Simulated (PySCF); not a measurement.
O3S, SMILES O=S(=O)=O.

The structure is a stationary point at ωB97X-D3(BJ)/def2-TZVP.

Two levels are set side by side: TDA-PBE/def2-SVPD (PySCF) and TDA-M06-2X/def2-SVPD (PySCF). Vertical, same geometry. The lowest singlet is HOMO→LUMO 100 % with PBE and HOMO→LUMO+1 99 % with the other functional; states are paired by order. Differences are taken from unrounded values.

```
quantity                               TDA-PBE
-------------------------------------  -------
lowest singlet excitation (eV)            4.93
lowest triplet excitation (TDA) (eV)      4.48
first bright state (f over 0.05) (eV)     8.33
its oscillator strength                   0.14
```

Task: These are the TDA-PBE values. What does TDA-M06-2X give? (An estimate is asked for; the answer gives what the named calculation found.)

Result: 
| quantity | TDA-M06-2X | TDA-PBE minus TDA-M06-2X |
|---|---|---|
| lowest singlet excitation (eV) | 5.32 | -0.39 |
| lowest triplet excitation (TDA) (eV) | 4.97 | -0.49 |
| first bright state (f over 0.05) (eV) | 9.04 | -0.71 |
| its oscillator strength | 0.20 | -0.06 |

Functionals without exact exchange tend to place singlet excitations lower, as here. Differences between two approximate levels are no errors against the true value.

Rough cost on one machine, each run with all the roots and properties that it gave: TDA-M06-2X against TDA-PBE about 9 times.
